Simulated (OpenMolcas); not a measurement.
**3d³ along the 21-electron sequence**

```
Program             : OpenMolcas 26.06
Method              : MS-CASPT2, IPEA 0.25 Eh, imaginary shift 0.1 Eh
Basis               : ANO-RCC-VQZP
Scalar Hamiltonian  : DKH2, point nucleus
Spin-orbit coupling : RASSI with atomic mean-field integrals over the reference wave functions, term energies averaged over their components
```

Active space for each ion: 3 electrons in 10 orbitals (3d 4d); closed shells correlated by CASPT2: 3s 3p.

Computed levels in cm-1 above ⁴F_3/2:

```
                               Level   Mn4+   Fe5+   Co6+   Ni7+
                              ⁴F_5/2    365    523    731    955
                              ⁴F_7/2    861   1227   1707   2220
                              ⁴F_9/2   1473   2090   2890   3730
                              ⁴P_1/2  17140  19450  21940  23780
                              ⁴P_3/2  17290  19640  22170  24020
                              ⁴P_5/2  17740  20300  23130  25310
                              ²G_7/2  18080  20830  23740  25990
                              ²G_9/2  18610  21560  24710  27220
                              ²P_3/2  23410  26770  30200  32930
weight of ⁴F in the lowest level (%)    100    100    100    100
```

Mixed levels, with the weight of the term that names them: Mn4+ ²P_3/2 (70 %), Fe5+ ²P_3/2 (65 %), Co6+ ²P_3/2 (58 %), Ni7+ ²P_3/2 (54 %).

Measured, with the error of the calculation in %. Measured levels: Mn4+ from Corliss and Sugar, J. Phys. Chem. Ref. Data 6, 1253 (1977); Fe5+ from Corliss and Sugar, J. Phys. Chem. Ref. Data 11, 135 (1982); Co6+ from Sugar and Corliss, J. Phys. Chem. Ref. Data 10, 1097 (1981); Ni7+ from Corliss and Sugar, J. Phys. Chem. Ref. Data 10, 197 (1981).

```tsv
Level	Mn4+	Fe5+	Co6+	Ni7+
⁴F_5/2	359 (+1.7)	511 (+2.3)	698 (+4.8)	1012 (-5.6)
⁴F_7/2	835 (+3.1)	1188 (+3.3)	1610 (+6.0)	2184 (+1.5)
⁴F_9/2	1412 (+4.3)	2001 (+4.4)	2723 (+6.0)	3721 (+0.1)
⁴P_1/2	16434 (+4.3)	18738 (+3.8)	21096 (+4.0)	23261 (+2.2)
⁴P_3/2	16595 (+4.2)	18942 (+3.7)	21304 (+4.1)	23710 (+1.3)
⁴P_5/2	17049 (+4.0)	19611 (+3.5)	22187 (+4.3)	24669 (+2.6)
²G_7/2	17892 (+1.0)	20616 (+1.0)		
²G_9/2	18399 (+1.1)	21315 (+1.1)		
²P_3/2	22919 (+2.1)	26215 (+2.1)
```

The fine-structure level ⁴F_9/2 changes by a factor of 2.53 from Mn4+ to Ni7+. Its fourth root runs 6.20, 6.76, 7.33, 7.81, with steps per unit of Z of 0.57, 0.57, 0.48; equal steps would mean a (Z - σ)^4 law with constant σ.

⁴P_1/2 changes by a factor of 1.39 over the same range, with steps per unit of Z of +2310, +2490, +1840 cm-1.

CASPT2 does not keep the components of a term degenerate, so their means are used; among the terms shown or strongly mixed into the levels shown the widest spread is 1100 cm-1 (3d³ ⁴F, Mn4+). Active for correlation alone: 4d; no level in the range computed is led by a configuration that fills it, so any true level of that kind is missing. Computed and measured levels are paired by configuration, term and J; levels that our copy of the source lacks, or whose pairing is in doubt (as where it misses far off the trend of its configuration), stay unpaired and out of the deviations. Only configurations of the active space appear.
